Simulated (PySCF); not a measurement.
C2H6GeN2.

```xyz
11

N      1.8926     0.0356     0.7942
Ge     0.4102    -0.2117    -0.2373
C     -1.3021    -0.7153     0.6102
N     -1.9738     0.2954     0.2030
C     -1.0330     1.1594    -0.5211
H      2.7805     0.1416     0.3147
H      1.8273     0.6891     1.5676
H      0.8982    -1.0225    -1.4576
H     -1.7701    -1.5161     1.2023
H     -0.9059     2.1238    -0.0026
H     -1.3771     1.3758    -1.5458
```

Coordinates come from a PBE0-D3(BJ)/def2-SVP optimisation. The structure was generated by enumeration; whether it is a known compound was not checked. One conformer was computed; it need not be the lowest.

The numbers are results of PBE/pcSseg-1 (PySCF), not measurements. Non-relativistic, no solvent.

Give the absolute GIAO shielding of each atom: isotropic value and principal components (ppm). (An estimate is asked for; the answer gives what the named calculation found.)


| atom | σ(iso) | σ11 | σ22 | σ33 | span |
|---|---|---|---|---|---|
| N1 | 226.9 | 207.4 | 218.8 | 254.4 | 47.0 |
| Ge2 | 1232.1 | 1051.7 | 1252.6 | 1392.0 | 340.3 |
| C3 | -11.6 | -94.4 | -13.2 | 72.8 | 167.2 |
| N4 | -225.2 | -681.1 | -159.0 | 164.6 | 845.7 |
| C5 | 106.2 | 55.6 | 103.6 | 159.5 | 103.9 |
| H6 | 30.1 | 23.0 | 25.3 | 42.0 | 19.0 |
| H7 | 30.2 | 23.7 | 27.1 | 39.9 | 16.2 |
| H8 | 25.0 | 19.8 | 20.6 | 34.7 | 14.9 |
| H9 | 23.0 | 20.9 | 22.8 | 25.3 | 4.4 |
| H10 | 26.8 | 24.4 | 26.3 | 29.8 | 5.4 |
| H11 | 26.8 | 24.1 | 26.0 | 30.1 | 6.0 |
